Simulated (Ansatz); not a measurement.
A structure relaxed at PBE0-D4/def2-SVP in Ansatz, charge 0, singlet:

```csv
atom,x (Å),y (Å),z (Å)
Be1,-0.3487,-0.4384,1.6346
Be2,1.4927,-0.0803,0.2290
Be3,-0.4167,-1.3576,-0.5205
Be4,-0.7715,1.2460,-0.1563
Se5,0.9944,-2.0616,0.9803
Se6,0.6959,1.4624,1.4985
Se7,0.8625,-0.1794,-1.8920
Se8,-2.1293,-0.4272,0.3891
Se9,-0.3794,1.8361,-2.1627
```

Give its formula and point group.

the cluster Be₄Se₅ (the lowest singlet isomer of a short search). Point group Cs (tolerance 0.1 Å).

Summarise the bond lengths by kind (pairs closer than 1.2 times the sum of covalent radii, bridged metal pairs left out).

12 × Be–Se 2.13 to 2.22 Å; 1 × Se–Se 2.38 Å.

The structure comes from a short search, and lower isomers may exist.
